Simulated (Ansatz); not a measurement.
Total energies of `N#[C][Ge]([F])([Cl])[Cl]`.

```tsv
atom	x (Å)	y (Å)	z (Å)
N1	-1.5714	0.9787	-1.7591
C2	-0.8424	0.5534	-0.9775
Ge3	0.3382	-0.1700	0.3299
F4	1.8714	0.5333	0.0557
Cl5	0.5054	-2.2500	0.0906
Cl6	-0.3013	0.3547	2.2605
```

Charge 0, multiplicity 1. Correlated methods include outer-core shells of Ge, which these sets cover unevenly. Scalar relativity is left out up to krypton. The geometry is a stationary point of PBE0-D4/def2-TZVP. Basis def2-TZVPP, Ansatz.

RPA on PBE orbitals: Hartree–Fock energy of these orbitals -3186.26911 Eh, correlation -1.82921 Eh (frozen core).

```csv
functional,energy without D4 (Eh),D4 term (kJ/mol)
LDA (SPW92),-3182.78031,–
PBE,-3189.43111,-20.7
revPBE,-3189.93061,-51.6
BLYP,-3190.34861,-44.0
r2SCAN,-3190.16418,-4.9
B97M-V,-3189.65566,–
PBE0,-3189.55374,-17.8
B3LYP,-3190.39126,-33.8
r2SCANh,-3190.14069,-5.4
r2SCAN0,-3190.10738,-6.0
HSE06 (plane-wave form),-3189.53098,-16.8
BHLYP,-3190.21308,-29.1
CAM-B3LYP,-3190.40598,-18.5
LC-ωPBE,-3189.66858,–
ωB97X-V,-3189.93484,–
ωB97M-V,-3190.12656,–
B2PLYP,-3189.58314,–
PBE-QIDH,-3189.03972,–
```

B3LYP takes the VWN-RPA correlation (the form of Gaussian; ORCA's B3LYP/G). HSE06 is the plane-wave form, built on full-range PBE exchange. The double hybrids freeze the cores in their second-order part.

LC-ωPBE has ω = 0.4 bohr⁻¹.
